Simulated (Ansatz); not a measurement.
Pulling on the Sn1–H3 bond in H5NSn (SMILES [NH2][SnH3]) (multiplicity 1 held, fragments rigid). Energies count from the point at 1.709 Å.
Geometry at that point (charge 0, multiplicity 1):
```xyz
7

Sn    -0.28216     0.02775     0.02378
N      1.74303    -0.14346    -0.23754
H     -0.98599    -1.02540    -1.12314
H     -0.65128     1.66593    -0.29254
H     -0.81070    -0.39503     1.60667
H      2.08101    -1.08855    -0.09745
H      2.27356     0.45968     0.38037
```

Signs of static correlation in def2-SVP, with CASSCF(2,2), from Ansatz (a quantum-chemistry and plane-wave program) runs.

| R (Å) | T1 of restricted CCSD | ⟨S²⟩ of UHF | largest double amplitude of restricted CCSD | weight of the CASSCF reference in MRCISD | CASSCF natural occupations |
|---|---|---|---|---|---|
| 1.367 | 0.011 | 0.000 | 0.031 | 0.908 | 1.99 0.01 |
| 1.538 | 0.011 | 0.000 | 0.033 | 0.908 | 1.98 0.02 |
| 1.709 | 0.011 | 0.000 | 0.048 | 0.908 | 1.97 0.03 |
| 1.880 | 0.012 | 0.000 | 0.064 | 0.908 | 1.96 0.04 |
| 2.051 | 0.012 | 0.000 | 0.059 | 0.908 | 1.95 0.05 |
| 2.307 | 0.014 | 0.000 | 0.144 | 0.908 | 1.91 0.09 |
| 2.563 | 0.018 | 0.449 | 0.217 | 0.908 | 1.85 0.15 |
| 2.990 | 0.029 | 0.811 | 0.349 | 0.908 | 1.70 0.30 |
| 3.418 | (withheld) | 0.937 | 0.505 | 0.908 | 1.50 0.50 |
| 3.930 | (withheld) | 0.985 | 0.688 | 0.908 | 1.28 0.72 |
| 4.614 | 0.073 | 1.000 | 0.858 | 0.908 | 1.12 0.88 |
| 5.468 | 0.077 | 1.003 | 0.952 | 0.908 | 1.04 0.96 |

### Question
Complete the blanks.

### Answer

- 3.418, T1 of restricted CCSD: 0.044
- 3.930, T1 of restricted CCSD: 0.061

Doubts at one or more of the structures used: a restricted determinant that unrestricted orbitals would lower (R-CCSD(T)/def2-SVP); other coupled-cluster roots lie near (R-CCSD(T)/def2-SVP); T1 above 0.05 (R-CCSD(T)/def2-SVP, U-CCSD(T)/def2-SVP); a spin-contaminated determinant (U-CCSD(T)/def2-SVP).
